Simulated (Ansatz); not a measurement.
`F[SiH](Cl)I` + `O/C=C/[SiH2][SiH3]` → `F[SiH](Cl)[SiH2][SiH3]` + `O/C=C\I`  (formal exchange of groups at the Si–I bond)

Calculated with Ansatz (gas phase, PBE0-D4/def2-TZVP geometries, no zero-point term in ΔE). CCSD(T)/CBS is the MP2 limit (def2-TZVPP, def2-QZVPP) plus CCSD(T) − MP2 in def2-TZVPP, frozen cores. Double bonds are as drawn, so ΔE can hold a change between cis and trans. DFT in def2-TZVPP. Elements past krypton have def2 core potentials. For I outer-core shells are correlated without core-valence functions, which leaves a few kJ/mol of doubt a bond. One conformer a species, not always the lowest.

```
                 species  PBE-D4 energy (Eh)
           `F[SiH](Cl)I`         -1147.63376
    `O/C=C/[SiH2][SiH3]`          -734.80263
`F[SiH](Cl)[SiH2][SiH3]`         -1431.59357
               `O/C=C\I`          -450.80319
```

**Question.** Work out ΔE.

**Answer.** ΔE = (-1431.59357) + (-450.80319) − (-1147.63376) − (-734.80263) = 0.03963 Eh = +1.08 eV. CCSD(T)/CBS gives +1.23 eV.

Largest T1 diagnostic among the species: 0.013.

From PBE to PBE0 (25 % exact exchange), in def2-TZVPP and without D4, ΔE moves by +0.09 eV. In def2-TZVPP, CCSD(T) changes the Hartree–Fock value by −0.23 eV (the triples alone add −0.04 eV) and MP2 by −0.13 eV.
